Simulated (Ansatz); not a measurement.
CH$_{8}$SSi$_{2}$, SMILES `[SiH3]CS[SiH3]`, relaxed with RKS PBE-D4/def2-SVP in Ansatz from a rough embedded geometry. The force threshold is 0.03 eV/Å; the program also tests the step.

The species carries charge 0 and has multiplicity 1.

Start:

```xyz
12

Si   -1.645   -0.764   -0.118
C    -0.846    0.668    0.597
S     0.305    1.398   -0.561
Si    2.219    0.334   -0.376
H    -0.689   -1.900   -0.410
H    -2.426   -0.499   -1.389
H    -2.640   -1.356    0.833
H    -0.299    0.425    1.504
H    -1.617    1.450    0.797
H     3.215    0.981   -1.150
H     2.485    0.323    1.096
H     1.938   -1.060   -0.822
```

(1) How much energy does the relaxation release, and in how many steps? (Best estimate.)

(2) Which bonds change most? (An estimate is asked.)

(3) Give the relaxed structure. (Estimate.)

Answers

(1) Computed: 10.02 kcal/mol, in 4 steps.

(2) Computed: Si1–C2 from 1.789 to 1.903 Å; Si4–H10 from 1.417 to 1.502 Å; C2–S3 from 1.788 to 1.854 Å; S3–Si4 from 2.198 to 2.157 Å.

(3) The calculation gave: 
```xyz
12

Si   -1.684   -0.845   -0.136
C    -0.822    0.691    0.582
S     0.334    1.480   -0.634
Si    2.121    0.309   -0.342
H    -0.667   -1.906   -0.449
H    -2.418   -0.470   -1.392
H    -2.667   -1.396    0.867
H    -0.293    0.470    1.533
H    -1.575    1.472    0.817
H     3.170    1.015   -1.154
H     2.505    0.295    1.115
H     1.996   -1.116   -0.808
```
